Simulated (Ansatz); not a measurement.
Frontier orbitals of C$_{7}$H$_{14}$, SMILES `CC(C)=CC(C)C`.

Total charge 0; spin multiplicity 1. Geometry: relaxed with PBE0-D4/def2-TZVP. It is one conformer, not always the lowest. Basis def2-TZVPP, the Gaussian-basis code of Ansatz.

Question: Compute the vertical ionisation energy as the energy of the cation minus that of the neutral molecule, at each level. (Estimate.)

Answer: Computed: 
```json
{"level": "PBE-D4/def2-TZVPP", "IE (eV)": "8.46", "difference from CCSD(T)/CBS(def2)": "-0.48"}
{"level": "r2SCAN-D4/def2-TZVPP", "IE (eV)": "8.39", "difference from CCSD(T)/CBS(def2)": "-0.55"}
{"level": "PBE0-D4/def2-TZVPP", "IE (eV)": "8.53", "difference from CCSD(T)/CBS(def2)": "-0.41"}
{"level": "B3LYP-D4/def2-TZVPP", "IE (eV)": "8.60", "difference from CCSD(T)/CBS(def2)": "-0.34"}
{"level": "ωB97X-V/def2-TZVPP", "IE (eV)": "8.61", "difference from CCSD(T)/CBS(def2)": "-0.33"}
{"level": "ωB97M-V/def2-TZVPP", "IE (eV)": "8.61", "difference from CCSD(T)/CBS(def2)": "-0.33"}
{"level": "B2PLYP/def2-TZVPP", "IE (eV)": "8.64", "difference from CCSD(T)/CBS(def2)": "-0.30"}
{"level": "HF/def2-TZVPP", "IE (eV)": "7.36", "difference from CCSD(T)/CBS(def2)": "-1.58"}
{"level": "MP2/def2-TZVPP", "IE (eV)": "9.02", "difference from CCSD(T)/CBS(def2)": "0.08"}
{"level": "CCSD/def2-TZVPP", "IE (eV)": "8.73", "difference from CCSD(T)/CBS(def2)": "-0.21"}
{"level": "CCSD(T)/def2-TZVPP", "IE (eV)": "8.85", "difference from CCSD(T)/CBS(def2)": "-0.09"}
{"level": "HF/def2-QZVPP", "IE (eV)": "7.36", "difference from CCSD(T)/CBS(def2)": "-1.58"}
{"level": "MP2/def2-QZVPP", "IE (eV)": "9.07", "difference from CCSD(T)/CBS(def2)": "0.13"}
{"level": "HF/CBS(def2)", "IE (eV)": "7.36", "difference from CCSD(T)/CBS(def2)": "-1.58"}
{"level": "MP2/CBS(def2)", "IE (eV)": "9.11", "difference from CCSD(T)/CBS(def2)": "0.17"}
{"level": "CCSD/CBS(def2)", "IE (eV)": "8.82", "difference from CCSD(T)/CBS(def2)": "-0.12"}
{"level": "CCSD(T)/CBS(def2)", "IE (eV)": "8.94", "difference from CCSD(T)/CBS(def2)": "0.00"}
```

B3LYP here is the variant with VWN-RPA as its local correlation; programs differ in this.
